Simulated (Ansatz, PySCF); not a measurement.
Energy difference R1 → 2 P1, each structure at its B3LYP-D3(BJ)/def2-TZVP stationary point, reached from a drawn start (curvature not checked).
R1: I2 (SMILES II), charge 0, multiplicity 1.
P1: I atom, charge 0, multiplicity 2.

P less R. No zero-point or thermal terms; singlets are restricted closed shells; open shells are unrestricted; no spin–orbit coupling.

Frozen-core correlation throughout. In cc and def2 sets filled d and f shells under p-block atoms count as core.

Codes used: Ansatz (an electronic-structure program); PySCF for M06-2X. All values are computed, each at the level named. Elements past Kr take the def2 small-core potentials, without spin–orbit coupling.

| level | reaction energy (kcal/mol) |
|---|---|
| HF/def2-SVP | 10.72 |
| r2SCAN/def2-TZVPP | 46.24 |
| B3LYP/def2-TZVPP | 43.06 |
| M06-2X/def2-TZVPP | 33.60 |
| wB97X-V/def2-TZVPP | 44.14 |
| B2PLYP/def2-TZVPP | 42.29 |
| CCSD/def2-QZVPP | 41.01 |
| CCSD(T)/def2-SVP | … |
| CCSD(T)/def2-QZVPP | … |

Problem. Some entries are withheld; supply them.

Solution. 
- CCSD(T)/def2-SVP, reaction energy (kcal/mol): 32.90
- CCSD(T)/def2-QZVPP, reaction energy (kcal/mol): 44.60
